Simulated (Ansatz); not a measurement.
Computed with frozen-core CCSD(T)/aug-cc-pVTZ // PBE0-D3(BJ)/def2-TZVPD (Ansatz, a quantum-chemistry and plane-wave program).

Ansatz 0.2 input:
```yaml
crystal:
  periodic: [false, false, false]
  atoms:
    - { symbol: C, position_ang: [1.035187, -0.010655, -0.044314] }
    - { symbol: Ge, position_ang: [-0.915663, 0.009383, 0.038919] }
    - { symbol: H, position_ang: [1.446177, 0.826277, 0.521251] }
    - { symbol: H, position_ang: [1.370032, 0.069528, -1.079054] }
    - { symbol: H, position_ang: [1.421761, -0.939479, 0.376501] }
    - { symbol: H, position_ang: [-1.392448, -0.105929, 1.498173] }
    - { symbol: H, position_ang: [-1.499641, -1.169668, -0.760366] }
    - { symbol: H, position_ang: [-1.465315, 1.32022, -0.552378] }
basis:
  gaussian: { orbitals: aug-cc-pVTZ }
correlation:
  method: ccsd_t
```

Output:

```
Functional definition: HF
1371 factors; integrals over basis functions are off by at most 1.0e-3 eV
mean field evaluation 1: about -57598.3323 eV, gradient 2.7e1 eV
mean field evaluation 2: about -57598.3614 eV, gradient 2.7e1 eV
mean field evaluation 4: about -57600.3857 eV, gradient 2.3e0 eV
mean field evaluation 8: about -57600.4107 eV, gradient 1.3e-1 eV
mean field evaluation 16: about -57600.3709 eV, gradient 3.6e-1 eV
mean field -57600.41073014 eV, -2116.7760513718 hartree, gradient 3.9e-6 eV, S^2 0.000000; 0 other end points of the search recorded, 0 dependent functions left out
10 core orbitals not correlated
reference -57600.41073014 eV, -2116.7760513718 hartree; 12, 12 occupied and 221, 221 virtual orbitals, 1371 factors
second order -11.20231740 eV of doubles, -0.00000000 eV of singles
cycle   1  -11.68163984 eV  change   -4.8e-1 eV  update   7.8e-2
cycle   2  -12.06880032 eV  change   -3.9e-1 eV  update   2.3e-2
cycle   3  -12.11154270 eV  change   -4.3e-2 eV  update   9.3e-3
cycle   4  -12.10957218 eV  change    2.0e-3 eV  update   2.3e-3
cycle   5  -12.10900779 eV  change    5.6e-4 eV  update   6.7e-4
cycle   6  -12.10884061 eV  change    1.7e-4 eV  update   2.0e-4
cycle   7  -12.10883746 eV  change    3.1e-6 eV  update   5.8e-5
cycle   8  -12.10884431 eV  change   -6.8e-6 eV  update   1.8e-5
perturbative correction -0.44713294 eV, -0.0164318325 hartree
Total energy: -57612.96670739 eV, -2117.2374750250 hartree
```

Cost: roughly 4 core-minutes.
